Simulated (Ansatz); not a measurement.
The pair A = H2S (SMILES S) (first 3 atoms), B = AsH3 (SMILES [AsH3]); geometry from B3LYP-D3(BJ)/def2-TZVP.
(charge 0, multiplicity 1):
```xyz
7

S     -0.28019     0.37876     0.35637
H     -0.42542    -0.95568     0.34686
H      1.00566     0.29106     0.73163
As    -0.03966    -0.63654     3.97774
H     -1.50907    -0.87840     3.65932
H     -0.24687     0.86812     4.08297
H     -0.26638    -0.83721     5.47527
```

Frozen-core correlation. Filled d and f shells under p-block atoms count as core. MP2 and its Hartree–Fock in def2-QZVPPD are density fitted.

Codes used: Ansatz (Gaussian orbitals). 

The counterpoise-corrected interaction energy is E(AB) − E(A in the pair's basis) − E(B in the pair's basis). Total energies (hartree):

```
level                           AB  A in the pair's basis  B in the pair's basis
-------------------  -------------  ---------------------  ---------------------
HF/def2-TZVPPD       -2634.6392317           -398.7085185          -2235.9318211
MP2/def2-TZVPPD      -2634.9929879           -398.9011065          -2236.0901218
HF/def2-QZVPPD       -2634.6953499           -398.7195119          -2235.9769679
MP2/def2-QZVPPD      -2635.0747262           -398.9270933          -2236.1455934
CCSD(T)/def2-TZVPPD  -2635.0580178           -398.9336160          -2236.1230284
```

Task: Work out the counterpoise-corrected interaction energy at the basis-set limit: extrapolate the MP2 correlation part as X⁻³, take Hartree–Fock from the larger set, and add the CCSD(T) − MP2 difference of def2-TZVPPD.

Result: 
1. Differences (1 hartree = 627.509 kcal/mol): HF/def2-TZVPPD 0.695; MP2/def2-TZVPPD -1.104; HF/def2-QZVPPD 0.709; MP2/def2-QZVPPD -1.280; CCSD(T)/def2-TZVPPD -0.862.
2. Correlation parts, MP2 less HF: -1.799 in def2-TZVPPD (X = 3), -1.989 in def2-QZVPPD (X = 4).
3. Limit (4³·(-1.989) − 3³·(-1.799))/(4³ − 3³) = -2.127; with HF/def2-QZVPPD it gives -1.418.
4. CCSD(T) less MP2 in def2-TZVPPD: 0.242.
Result: -1.18 kcal/mol, against -1.10 at MP2/def2-TZVPPD. It is an estimate of this method's limit, not of the exact value.

Ansatz is a program for electronic structure.
